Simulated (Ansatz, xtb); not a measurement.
Relative energy of two isomers of C3H11BN2

Structure X: `CNB(C)NC`, a singlet. Structure Y: `CC(C)B(N)N`, a singlet. Both are isolated molecules in the gas phase, relaxed with PBE0-D3(BJ)/def2-SVP; the shapes shown needn't be the lowest conformers.

X (Å):

```yaml
atoms:
  - { symbol: C, position_ang: [-1.5719, -2.0871, 1.2543] }
  - { symbol: C, position_ang: [1.1860, 0.7310, 1.7378] }
  - { symbol: C, position_ang: [0.5562, 0.7997, -1.3234] }
  - { symbol: B, position_ang: [0.1469, -0.2118, 0.9941] }
  - { symbol: N, position_ang: [-0.5972, -1.1581, 1.7527] }
  - { symbol: N, position_ang: [-0.0565, -0.1221, -0.4092] }
  - { symbol: H, position_ang: [-1.1314, -2.9992, 0.8048] }
  - { symbol: H, position_ang: [-2.2535, -2.4168, 2.0538] }
  - { symbol: H, position_ang: [-2.2060, -1.6177, 0.4822] }
  - { symbol: H, position_ang: [-0.3765, -1.2566, 2.7333] }
  - { symbol: H, position_ang: [1.2454, 0.5202, 2.8168] }
  - { symbol: H, position_ang: [2.2029, 0.6225, 1.3251] }
  - { symbol: H, position_ang: [0.9143, 1.7945, 1.6296] }
  - { symbol: H, position_ang: [-0.7015, -0.7660, -0.8497] }
  - { symbol: H, position_ang: [-0.1789, 1.4546, -1.8273] }
  - { symbol: H, position_ang: [1.2543, 1.4558, -0.7860] }
  - { symbol: H, position_ang: [1.1362, 0.2911, -2.1157] }
```

Y (Å):

```xyz
17

C    -1.4482   -0.5274    0.2495
C    -0.8151    0.7311   -0.3520
C    -1.7120    1.3287   -1.4316
B     0.6753    0.4151   -0.8422
N     1.6776    0.1864    0.1349
N     0.9748    0.3368   -2.2236
H    -2.4525   -0.3261    0.6605
H    -0.8337   -0.9500    1.0596
H    -1.5594   -1.3152   -0.5145
H    -0.7243    1.4783    0.4602
H    -1.8673    0.6170   -2.2617
H    -1.2855    2.2499   -1.8593
H    -2.7135    1.5762   -1.0417
H     2.6360   -0.0531   -0.0753
H     1.4885    0.2563    1.1236
H     0.2774    0.4982   -2.9344
H     1.8881    0.1188   -2.5958
```

Task: Estimate E(Y) − E(X) at the level CCSD(T)/def2-SVP + ΔMP2/def2-TZVPP.

Result: Calculated at CCSD(T)/def2-SVP + ΔMP2/def2-TZVPP: E(Y) − E(X) = −58.9 kJ/mol, so structure Y lies lower.

Level by level:

```csv
level,geometry,E(Y) − E(X) (kJ/mol),departure from the last row (kJ/mol),"job, with rough time for the two"
GFN2-xTB,GFN2-xTB,−2.1,+56.8,"optimisation, 0.33 s"
HF/STO-3G,GFN2-xTB,−7.9,+51.0,"single point, 0.32 s"
r2SCAN-D4/def2-SVP,GFN2-xTB,−46.5,+12.4,"single point, 3.3 s"
PBE0-D3(BJ)/def2-SVP,PBE0-D3(BJ)/def2-SVP,−45.2,+13.7,"optimisation, 82 s"
HF/def2-SVP,PBE0-D3(BJ)/def2-SVP,−41.7,+17.1,part of the CCSD(T) run
MP2/def2-SVP,PBE0-D3(BJ)/def2-SVP,−56.2,+2.7,part of the CCSD(T) run
CCSD(T)/def2-SVP,PBE0-D3(BJ)/def2-SVP,−49.9,+9.0,single point
CCSD(T)/def2-SVP + ΔMP2/def2-TZVPP,PBE0-D3(BJ)/def2-SVP,−58.9,,"single point, 58 s"
```

As drawn, Y has 2 C–C, 2 N–H in place of 2 C–N, 2 C–H.

GFN2-xTB finds them nearly level. The largest departure from CCSD(T)/def2-SVP + ΔMP2/def2-TZVPP is that of GFN2-xTB, 56.8 kJ/mol. The last row adds to CCSD(T) the change of the MP2 difference between the two basis sets, here −9.0 kJ/mol.

With thermal terms from frequencies at re-optimised GFN2-xTB minima (ideal gas, soft modes damped towards free rotors, one conformer each, 298.15 K, 1 atm): the zero-point term adds +2.9 kJ/mol; ΔH is −57.3 and ΔG −51.7 kJ/mol.

The correlated steps freeze 6 core orbitals. Programs: Ansatz 0.2.0, xtb 6.7.1; the last row on 4 threads of Arm Neoverse V1 on a shared host.
